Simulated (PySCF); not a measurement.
```xyz
4
charge 0 multiplicity 1, angstrom
Te   -0.0004   -0.8414    0.0000
O    -1.7214   -1.3798    0.0000
Br    0.1744    0.8337   -1.9020
Br    0.1744    0.8337    1.9020
```

All numbers come from PySCF, PBE0, basis Te def2-SVP with ECP28, O def2-SVP, Br def2-SVP (scalar-relativistic core potentials, no spin–orbit coupling, density fitting).

This geometry of TeOBr₂ is a stationary point at this level.

(1) What is the point group?

(2) Is it a minimum?

(3) Which band is strongest in the infrared?

(4) What is the atomisation energy, with and without zero-point energy?

Answers

(1) Cs.

(2) Yes: all harmonic wavenumbers are real.

(3) 247 cm⁻¹ (a''), 62 km/mol.

(4) 758 kJ/mol without, 747 kJ/mol with.

Other isomers or separated fragments may lie lower.
